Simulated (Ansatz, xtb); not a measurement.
Species: PbCl (charge 0, doublet). 
Structure (B3LYP-D3(BJ)/def2-TZVP (Ansatz, a first-principles code) minimum search):
SMILES: [Cl][Pb]
```xyz
2

Pb     0.0000     0.0000    -0.4277
Cl     0.0000     0.0000     2.0631
```
Charge 0, spin multiplicity 2.

Harmonic wavenumbers from GFN2-xTB (xtb, at its own minimum), cm⁻¹: 263.

Give the harmonic wavenumbers at B3LYP-D3(BJ)/def2-TZVP (Ansatz, finite differences of forces, unscaled).

301 cm⁻¹. Zero-point energy 0.4 kcal/mol.

From these and the geometry, give the ideal-gas thermochemistry at 298.15 K and 1 atm (rigid rotor, harmonic oscillator).

Point group C∞v, rotational symmetry number 1. Rotational constants 2.691, 2.691 GHz. S(trans) 42.36, S(rot) 17.38, S(vib) 1.41, S(elec, spin only) 1.38, S 62.5 cal/(mol K). H(298) - H(0) 2.34 kcal/mol; G - E(el) -15.9 kcal/mol.
